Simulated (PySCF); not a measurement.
Input for PySCF: R-HF/STO-3G on CH4 (SMILES C).

```python
from pyscf import gto, scf, dft, mp
from pyscf.data.elements import chemcore

mol = gto.M(
    atom='''
    C    -0.14059142   -0.06242755   -0.12195130
    H    -0.96647892    0.43361270    0.38685672
    H    -0.24617754    0.07718293   -1.19688446
    H     0.80507662    0.36940948    0.20418357
    H    -0.15605080   -1.12819370    0.10400600
    ''',
    basis='sto-3g',
    charge=0, spin=0, verbose=3, max_memory=1800)
mf = scf.RHF(mol)
mf.conv_tol = 1e-8
mf.max_cycle = 100
mf.kernel()
if not mf.converged:
    mf = mf.newton().run(mf.mo_coeff, mf.mo_occ)
```

### Question
What total energy does the run end on?

### Answer
-39.7267 hartree.
